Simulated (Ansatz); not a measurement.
The same molecule with X = F, Cl, Br. Ansatz, PBE0-D4/def2-TZVP geometries, multiplicity 1. Each molecule was computed in one conformer, which needn't be the lowest.

Elements past krypton have def2 core potentials. Scalar relativity is left out up to krypton.

```
 X               molecule  mean X–In bond length / Å  HOMO energy (PBE/def2-TZVPP) / eV  HOMO–LUMO gap (B3LYP/def2-TZVPP) / eV  HOMO–LUMO gap (PBE/def2-TZVPP) / eV
 F   `[CH3][In]([OH])[F]`                      1.952                              -6.99                                   6.59                                 4.79
Br  `[CH3][In]([OH])[Br]`                      2.486                              -6.71                                   6.07                                 4.51
```

Question: Give the row for X = Cl, `[CH3][In]([OH])[Cl]`. (Estimate.)

Answer: The calculation gave: 
```tsv
X	molecule	mean X–In bond length / Å	HOMO energy (PBE/def2-TZVPP) / eV	HOMO–LUMO gap (B3LYP/def2-TZVPP) / eV	HOMO–LUMO gap (PBE/def2-TZVPP) / eV
Cl	`[CH3][In]([OH])[Cl]`	2.327	-6.87	6.33	4.70
```

From F to Br the mean X–In bond length rises at each step, by 0.534 Å in all; the HOMO energy (PBE/def2-TZVPP) rises at each step, by 0.28 eV in all; the HOMO–LUMO gap (B3LYP/def2-TZVPP) falls at each step, by 0.52 eV in all; the HOMO–LUMO gap (PBE/def2-TZVPP) falls at each step, by 0.28 eV in all. Bonds lengthen as the atom grows down the group.

B3LYP here is the variant with VWN-RPA as its local correlation; programs differ in this.

Spin–orbit coupling is left out; it splits and shifts lone-pair levels of the heavy atoms by tenths of an eV.
